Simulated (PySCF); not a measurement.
Computational details: shielding tensors at PBE0/pcSseg-1 (GIAO), GFN2-xTB geometry, in PySCF (no solvent, no relativistic terms, fast rotation and ring inversion assumed for equivalent nuclei, a single conformation).

Referencing at the same level of theory: ¹H (σref 31.72) and ¹³C (σref 186.93) vs TMS. Shifts are as computed. Against solution values, carbons near 30 ppm lie about +3 ppm off and those near 130 ppm about +5 ppm. Of 1211 compounds with measured shifts, 218 miss one by over three times the rms of a fit or turn the order of signals round; such compounds aren't used in these exercises. OH and NH positions are gas-phase values without hydrogen bonding to other molecules.

Question: Order these molecules by the shift of their most deshielded carbon-bound hydrogen, lowest δ first.
A. Cc1coc(C=O)p1
B. C=CC1=C(C)P1NC
C. CCCC=C(C)C
D. CC(=O)c1cocp1

Answer: C (5.40 ppm, hydrogen on an alkene CH), B (7.20 ppm, hydrogen on an alkene CH), D (8.98 ppm, hydrogen on an aromatic CH next to the ring oxygen), A (9.98 ppm, hydrogen on an aldehyde carbonyl carbon).

Question: How many ¹³C and ¹H signals does each give (equivalence by symmetry and fast rotation, but not about amide C–N or C=N bonds)? `CC(=O)c1cocp1`, `CCCC=C(C)C`, `C=CC1=C(C)P1NC`, `Cc1coc(C=O)p1`

Answer: CC(=O)c1cocp1: 5 C, 3 H; CCCC=C(C)C: 7 C, 6 H; C=CC1=C(C)P1NC: 6 C, 6 H; Cc1coc(C=O)p1: 5 C, 3 H.
